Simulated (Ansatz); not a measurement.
Reactions of C2H4Cl2O2, SMILES `COC(O)(Cl)Cl`.

Calculated with Ansatz (gas phase, PBE0-D4/def2-TZVP geometries, no zero-point term in ΔE). CBS: MP2 limit from def2 TZ/QZ plus the TZ coupled-cluster correction, frozen cores. This one scheme is used for every species, atoms too. For atomizations the MP2-based limit and the directly extrapolated one differ by several kJ/mol either way, and by 10 to 25 for some Ge, Se and Sn compounds, so smaller differences from it don't rank the levels. DFT in def2-TZVPP. No spin–orbit coupling; open shells (•) take unrestricted orbitals. Spin–orbit coupling would lower the free atoms: a little for C, Cl, O. Each species was taken in one conformer, which may not be the lowest.

```csv
reaction,CCSD(T)/CBS(def2) (kJ/mol)
`COC(O)(Cl)Cl` + `FCC(F)F` → `CC(F)C(F)F` + `OC(O)(Cl)Cl`,?
`COC(O)(Cl)Cl` + H₂O → `OC(O)(Cl)Cl` + CH₃OH,19
`COC(O)(Cl)Cl` + H₂ → `COC(Cl)Cl` + H₂O,-74
`COC(O)(Cl)Cl` → `[CH2]` (triplet) + `OC(O)(Cl)Cl`,?
`COC(O)(Cl)Cl` + H–F → `OC(F)(Cl)Cl` + CH₃OH,29
`COC(O)(Cl)Cl` → 2 C• + 2 Cl• + 4 H• + 2 O•,3617
`COC(O)(Cl)Cl` + H₂ → `COC(O)Cl` + HCl,-89
`COC(O)(Cl)Cl` + `O[SiH](F)S[SiH2]Cl` → `CO[SiH](F)S[SiH2]Cl` + `OC(O)(Cl)Cl`,15
```

**Question.** Fill in the missing values. (An estimate is asked.)

**Answer.** Ansatz gave: `COC(O)(Cl)Cl` + `FCC(F)F` → `CC(F)C(F)F` + `OC(O)(Cl)Cl`: -62.6 kJ/mol; `COC(O)(Cl)Cl` → `[CH2]` (triplet) + `OC(O)(Cl)Cl`: +394.2 kJ/mol.

Largest T1 diagnostic: 0.011, for `CO[SiH](F)S[SiH2]Cl`.
